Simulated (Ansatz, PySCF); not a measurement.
# WO(OH)4 in two programs

WO(OH)4 (singlet; a saddle point, relaxed within its symmetry), relaxed with PySCF 2.14.0, RKS BP86, W def2-SVP with ECP60, O def2-SVP, H def2-SVP; non-relativistic Hamiltonian with scalar-relativistic core potentials where named; density fitting; no spin-orbit coupling:

```xyz
10

W     0.0000    0.0000    0.1586
O     0.0000    0.0000    1.8785
O     1.8315    0.2628   -0.3935
H     2.5095   -0.3945   -0.1407
O    -0.2628    1.8315   -0.3935
H     0.3945    2.5095   -0.1407
O    -1.8315   -0.2628   -0.3935
H    -2.5095    0.3945   -0.1407
O     0.2628   -1.8315   -0.3935
H    -0.3945   -2.5095   -0.1407
```

There the HOMO–LUMO gap is 3.67 eV. 

The same geometry by Ansatz 0.2.0 (PBE, PAW, a periodic box with 9 Å of vacuum):

| spin-orbit coupling | gap (eV) | largest force component (eV/Å) |
| --- | --- | --- |
| without | 3.71 | 0.63 |

(1) What does the run with spin-orbit coupling give?

The spin-orbit runs use fully relativistic datasets of their own, so changes of a few hundredths of an eV needn't come from the coupling.

No other spin state of this charge was computed.

The two programs differ in functional, so their gaps don't test each other.

Answers

(1) gap (eV): 3.69, largest force component (eV/Å): 0.66. It took 40 s on 2 threads of Arm Neoverse V1, on a shared host, peak memory 2.8 GiB.
